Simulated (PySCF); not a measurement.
## Arsenic: a sound run and one with changed settings

Sound run: As [Ar] 3d10 4s2 4p3, As⁺ [Ar] 3d10 4s2 4p2. Calculation: PySCF 2.14, in cc-pVTZ-PP with ECP10MDF; a scalar-relativistic core potential. The sound run starts from symmetry-adapted Hartree-Fock orbitals and uses a fine grid where one is needed.

Changed run: basis STO-3G, all-electron and non-relativistic. This setting is unsound on purpose.

```
species  method  sound run (hartree)  changed run (hartree)  converged
     As     UHF           -331.21015            -2209.26367        yes
     As  r2SCAN           -332.30153            -2210.56203        yes
     As     LDA           -331.90473            -2206.96688        yes
    As⁺     UHF           -330.86383            -2209.00633        yes
    As⁺  r2SCAN           -331.93134            -2210.27823        yes
    As⁺     LDA           -331.53765            -2206.69083        yes
```

Ionisation energy of As:

| method | sound run (eV) | changed run (eV) |
| --- | --- | --- |
| UHF | 9.424 | 7.003 |
| r2SCAN | 10.073 | 7.723 |
| LDA | 9.989 | 7.512 |

A minimal basis cannot let orbitals breathe on ionisation and holds almost no correlation. The Hamiltonian changed with the basis, so the totals do not compare.

For comparison, NIST gives 9.789 eV between the lowest levels.
